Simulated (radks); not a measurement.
Numerical settings for neutral caesium, [Xe] 6s1. Method: scalar-relativistic Kohn-Sham, r2SCAN, spin-polarised, spherical densities, finite nucleus; open shells are filled with parallel spins first (spin-orbit coupling, left out, can overturn this in heavy ions); meta-GGA in the generalised Kohn-Sham scheme; Fermi nuclear charge, rms radius 4.8041 fm; computed with a radial shooting solver on a logarithmic mesh with Libxc functionals. The defaults (mesh step 0.008 in ln r, mesh end at 40 bohr or more with all orbitals vanishing there, Anderson mixing 0.5 over 9 steps, residual threshold near 1e-9 with the energy settled to 1e-9 hartree or 1e-11 of itself, here a cap of 93 iterations) give E = -7787.653 hartree and 6s at -2.322 eV in 15 iterations. Run on one thread of a shared host, so times are rough (Intel(R) Xeon(R) 6975P-C): 0.2 s of CPU time, 0.2 s wall, 15 iterations on 2440 mesh points. One setting is changed at a time: mesh step in ln r 0.05; mesh step in ln r 0.2; mesh step in ln r 0.08; mesh end (bohr) 20; mesh end (bohr) 400; residual threshold 1e-16; residual threshold 1e-05; mixing 1; linear mixing, mixing 0.05; linear mixing, mixing 0.8; mixing history 20; iteration cap 3. Which runs fail to converge, and which converge to a wrong energy?

Answer. Not converged within the cap: mesh step in ln r 0.2; mesh step in ln r 0.08; residual threshold 1e-16; linear mixing, mixing 0.05; linear mixing, mixing 0.8; iteration cap 3. No run marked as converged misses the energy by more than 1 mhartree.
